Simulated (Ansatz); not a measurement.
Clusters of 3 atoms, halide: gap (eV) at several levels, gas phase, relaxed structures; Ansatz. Clusters are the lowest isomers that short searches found in that spin, judged at the geometry's level. Core potentials for Au, Hg, Pb in the def2 sets, no spin–orbit coupling. HOMO and LUMO are taken over both spins. Singlets are spin-restricted. A dash marks a value that wasn't run or was left out as unsound. The structures are stationary points that may keep the symmetry of their start. Remarks come from the PBE and PBE0 runs and from stability tests at other levels; not every state was tested. HOMO above LUMO (over both spins in singlets and doublets, within one spin in higher multiplets; at PBE or PBE0), or a gap under 0.15 eV within one spin, warns that the state may not be the lowest or that an electron is smeared out.

| species | state | geometry | PBE-D4/def2-SVP | PBE-D4/def2-TZVP | r2SCAN-D4/def2-TZVP | PBE0-D4/def2-TZVP | remarks |
| --- | --- | --- | --- | --- | --- | --- | --- |
| Li2F⁺ | singlet | PBE0-D4/def2-TZVP | 7.33 | 7.67 | 8.97 | 10.24 | – |
| PbF2 | singlet | PBE0-D4/def2-TZVP | 3.94 | 4.13 | 4.65 | 6.23 | – |
| AuCl2 | doublet | PBE0-D4/def2-TZVP | – | – | 0.21 | 2.02 | HOMO above LUMO, gap within one spin near zero |
| Cu2F | doublet | r2SCAN-D4/def2-TZVP | 0.60 | 0.61 | 1.09 | 2.37 | – |
| PbCl2 | singlet | PBE0-D4/def2-TZVP | 3.20 | 3.27 | 3.70 | 5.07 | – |
| HgF2⁺ | doublet | PBE-D4/def2-TZVP | 0.13 | 0.17 | 0.70 | 2.00 | gap within one spin near zero |
| Cu2F⁺ | singlet | PBE-D4/def2-TZVP | 1.56 | 1.79 | 2.23 | 4.80 | – |
| Li2F | doublet | B3LYP-D4/def2-TZVP | 0.74 | 0.81 | 0.93 | 1.73 | – |

(1) Estimate the column for PBE0-D4/def2-SVP.

(1) Li2F⁺ 9.93; PbF2 6.06; AuCl2 1.98; Cu2F 2.36; PbCl2 4.99; HgF2⁺ 1.96; Cu2F⁺ 4.55; Li2F 1.63.
